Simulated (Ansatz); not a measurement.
Saddle point of SiHClF$_{2}$, closed shell (SiF₂ + HCl → SiHClF₂ ([F][SiH]([F])[Cl]); bonds formed: Si1–H4, Si1–Cl5; bonds broken: H4–Cl5), PBE0-D4/def2-TZVP structure:

Si1  (0.316, -0.283, 0.493)
F2  (-1.016, -0.473, 1.326)
F3  (0.497, -1.634, -0.313)
H4  (0.667, 1.150, -0.199)
Cl5  (-0.465, 1.241, -1.308)
(Å)

Energies are electronic, without zero-point energy. Barriers and step energies count from the start structure reached by relaxing down the imaginary mode; all methods use the PBE0-D4 structures, on which another method's saddle can fall below an end. Ansatz 0.2.0; basis: def2-TZVPP, with def2-QZVPP for the basis limit; cores frozen in the correlated methods. B3LYP uses VWN-RPA correlation. Extrapolation: Hartree–Fock as exp(−7.88 √X), correlation as X^−2.97.

```tsv
method	barrier (kJ/mol)	step energy (kJ/mol)
SPW92	29.9	-233.4
PBE-D4	49.6	-219.7
BLYP-D4	65.4	-206.5
r2SCAN-D4	49.2	-253.5
B97M-V	66.7	-240.8
PBE0-D4	65.9	-240.6
B3LYP-D4	?	-225.3
r2SCAN0-D4	?	-261.3
BHLYP-D4	97.0	-247.4
CAM-B3LYP-D4	89.6	-233.8
wB97X-V	92.0	-243.3
wB97M-V	95.1	-225.9
B2PLYP	83.0	-235.6
PBE-QIDH	79.1	-258.2
RPA on PBE	?	-221.7
HF	141.4	-259.5
MP2	84.1	-252.5
CCSD	104.7	-238.6
CCSD(T)	92.3	-236.6
```

(1) Fill in the withheld barriers. (An estimate is asked for; the value comes from the calculation.)

T1 diagnostic: at most 0.015. The restricted Hartree–Fock reference is unstable towards an unrestricted one at one or more of these structures.

Answers

(1) The calculation gives: RPA on PBE 93.7; B3LYP-D4 77.2; r2SCAN0-D4 65.1 kJ/mol. Each is the energy of the saddle less that of the start structure, by the same method.

For comparison, the barrier by CCSD(T) at an estimated basis limit (MP2 extrapolated from triple and quadruple zeta, plus CCSD(T) − MP2 in triple zeta) is 85.9 kJ/mol.

Losses and insertions of silylenes and their heavier kin drive the gas-phase chemistry of silicon and germanium vapour deposition.

Labels in which every atom is bracketed show which atoms are joined, not bond orders.

For scale, one of the runs: CCSD(T)/def2-TZVPP, 160 basis functions, launched by `ansatz run in.yaml --threads 2 --pin off --events-out ev --progress --plain --max-ram 4352MiB`. The run took 34 s on 2 CPU threads of an Arm Neoverse V2 (shared host), with 1.2 GiB of host memory at its peak.
